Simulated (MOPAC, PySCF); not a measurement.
[W(F)3(NH2)3], neutral singlet in the gas phase. 

Z-matrix (Å, degrees):
```
W
F 1 1.9161
F 1 1.9164 2 88.76
F 1 1.9165 2 88.56 3 -88.73
N 1 1.9690 2 163.61 4 -47.69
H 5 1.0253 1 127.30 2 -136.99
H 5 1.0280 6 111.33 1 -175.45
N 1 1.9692 2 80.44 4 -103.55
H 8 1.0253 1 127.30 2 174.44
H 8 1.0280 9 111.32 1 -175.36
N 1 1.9693 2 103.12 10 -83.90
H 11 1.0253 1 127.30 2 88.00
H 11 1.0280 12 111.32 1 -175.49
```
Charge 0, multiplicity 1.

All levels are single points at this geometry (BP86-D3(BJ)/def2-SVP); Pople sets use spherical d functions. Orbital energies aren't observables, and empty levels follow the basis.

B3LYP/LANL2DZ in PySCF gives gap (eV) = 5.00.

Question: Estimate the gap (eV) from each of these levels: B3LYP-D3(BJ)/def2-TZVP in PySCF; PBE-D3(BJ)/def2-TZVP in PySCF; TPSSh-D3(BJ)/def2-TZVP in PySCF; B3LYP/6-311+G** (LANL2DZ on W) in PySCF; B3LYP/6-31G* (LANL2DZ on W) in PySCF; BP86/6-31G* (LANL2DZ on W) in PySCF; M06-2X/6-31G* (LANL2DZ on W) in PySCF; PBE/6-31G* (LANL2DZ on W) in PySCF; SVWN5/6-31G* (LANL2DZ on W) in PySCF; HF/6-31G* (LANL2DZ on W) in PySCF; PM6 in MOPAC; PM7 in MOPAC.

Answer: 
```json
[
 {"level": "B3LYP-D3(BJ)/def2-TZVP in PySCF", "gap (eV)": "5.27"},
 {"level": "PBE-D3(BJ)/def2-TZVP in PySCF", "gap (eV)": "3.67"},
 {"level": "TPSSh-D3(BJ)/def2-TZVP in PySCF", "gap (eV)": "4.60"},
 {"level": "B3LYP/6-311+G** (LANL2DZ on W) in PySCF", "gap (eV)": "4.97"},
 {"level": "B3LYP/6-31G* (LANL2DZ on W) in PySCF", "gap (eV)": "5.10"},
 {"level": "BP86/6-31G* (LANL2DZ on W) in PySCF", "gap (eV)": "3.54"},
 {"level": "M06-2X/6-31G* (LANL2DZ on W) in PySCF", "gap (eV)": "7.72"},
 {"level": "PBE/6-31G* (LANL2DZ on W) in PySCF", "gap (eV)": "3.54"},
 {"level": "SVWN5/6-31G* (LANL2DZ on W) in PySCF", "gap (eV)": "3.57"},
 {"level": "HF/6-31G* (LANL2DZ on W) in PySCF", "gap (eV)": "11.96"},
 {"level": "PM6 in MOPAC", "gap (eV)": "10.34"},
 {"level": "PM7 in MOPAC", "gap (eV)": "11.11"}
]
```
